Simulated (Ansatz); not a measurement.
`[SiH3][Sb]([SiH3])[Cl]` → `[SiH3][SbH][Cl]` + `[SiH2]` at 600 K and 1 bar (silylene loss).

Calculated with Ansatz (gas phase, PBE0-D4/def2-TZVP geometries, no zero-point term in ΔE). CCSD(T)/CBS adds triple-zeta CCSD(T) − MP2 to the extrapolated MP2 energy (def2 sets, frozen cores). This one scheme is used for every species. def2 core potentials past Kr. For Sb outer-core shells are correlated without core-valence functions, which leaves a few kJ/mol of doubt a bond.

```tsv
species	CCSD(T)/CBS energy (Eh)	H − E (kJ/mol)	S (J/(mol·K))
`[SiH3][Sb]([SiH3])[Cl]`	-1281.59882	204.6	512.0
`[SiH3][SbH][Cl]`	-991.30233	135.8	414.9
`[SiH2]`	-290.19011	52.1	233.9
```

H − E and S are ideal-gas, rigid-rotor, harmonic terms from PBE0-D4/def2-TZVP, for one conformer and one mirror image of each species. 1 Eh = 2625.50 kJ/mol, R = 8.31446 J/(mol·K).

**Question.** By hand: ΔE, ΔH, ΔS and ΔG.

**Answer.** ΔE = (-991.30233) + (-290.19011) − (-1281.59882) = 0.10638 Eh = 279.3 kJ/mol. Δ(H − E) = 135.8 + 52.1 − 204.6 = -16.7, so ΔH = 262.6 kJ/mol. ΔS = 414.9 + 233.9 − 512.0 = 136.8 J/(mol·K). ΔG = 262.6 − 600 × (136.8)/1000 = 180.5 kJ/mol.

**Question.** By hand: the equilibrium constant, and the temperature at which ΔG would vanish if ΔH and ΔS stayed fixed.

**Answer.** log₁₀ K = −ΔG/(RT ln 10) = -15.7. ΔG = 0 at ΔH/ΔS = 1920 K.

The number of gas molecules changes by +1, which sets the sign of ΔS. A doubt of 5 kJ/mol in ΔE shifts log₁₀ K by 0.4 here. Other conformers and mirror images would add mixing entropy, several J/(mol·K) or more a flexible species. These are equilibria of isolated gas molecules and say nothing of rates. Largest T1 diagnostic: 0.014 (customary marks: 0.02 for closed shells, 0.045 for open ones).
